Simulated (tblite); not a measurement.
C6H7N2 (doublet state).
Bonds: N1–C2, C2–C3 (aromatic), C3–C4 (aromatic), C4–C5 (aromatic), C5–C6 (aromatic), C6–N7, C6–C8 (aromatic), C2–C8 (aromatic). Hydrogens: H9, H10 on N1; H11 on C4; H12 on C5; H13, H14 on N7; H15 on C8.

Structure optimised with GFN2-xTB, isolated species. This method treats the open shell by occupation alone, without spin polarisation.

Question: Give the optimised bond lengths and angles.

Answer: 
```tsv
bond	length (Å)
N1–C2	1.383
C2–C3	1.377
C3–C4	1.357
C4–C5	1.393
C5–C6	1.393
C6–N7	1.389
C6–C8	1.392
C2–C8	1.399
N1–H9, N1–H10	1.007
C4–H11	1.080
C5–H12	1.080
N7–H13, N7–H14	1.008
C8–H15	1.082
```

Bonds in one row agree within 0.01 Å and their mean is given. A selection of angles:
```tsv
angle	degrees
N1–C2–C3	122.6
N1–C2–C8	121.2
C3–C2–C8	116.2
C2–C3–C4	124.8
C3–C4–C5	118.5
C4–C5–C6	119.5
C5–C6–N7	120.1
C5–C6–C8	119.9
N7–C6–C8	120.0
C2–C8–C6	121.1
H9–N1–C2	115.4
H10–N1–C2	116.0
H13–N7–C6	115.6
H14–N7–C6	115.3
```

C3 (carbon bonded to 2 C) is bent (angle 124.8°). C6 (carbon bonded to 2 C and N) is planar (angles 120.1°, 120.0° and 119.9°, sum 359.9°, 0.02 Å off the plane of its three neighbours). C2 (carbon bonded to 2 C and N) is planar (angles 122.6°, 121.2° and 116.2°, sum 359.9°, 0.02 Å off the plane of its three neighbours). N7 (nitrogen bonded to C and 2 H) is pyramidal (angles 115.6°, 115.3° and 113.6°, sum 344.4°, 0.26 Å off the plane of its three neighbours). C4 (carbon bonded to 2 C and H) is planar (angles 121.6°, 119.9° and 118.5°, sum 360.0°, 0.00 Å off the plane of its three neighbours). The 6 C–C bonds span 1.357 Å (C3–C4, aromatic) to 1.399 Å (C2–C8, aromatic), a spread of 0.042 Å. The 6-membered ring C2–C3–C4–C5–C6–C8 has internal angles of 116.2° to 124.8°; it is planar, 0.00 Å rms from its mean plane, widest ring torsion 1°.

Its GFN2-xTB frequencies are all real (lowest 191 cm⁻¹).

On one thread of an Arm Neoverse V1, shared host with 32 logical CPUs at a one-minute load of 32, this took 0.31 s wall. That covers the optimisation of the geometry.

The numbers are calculated, not measured.
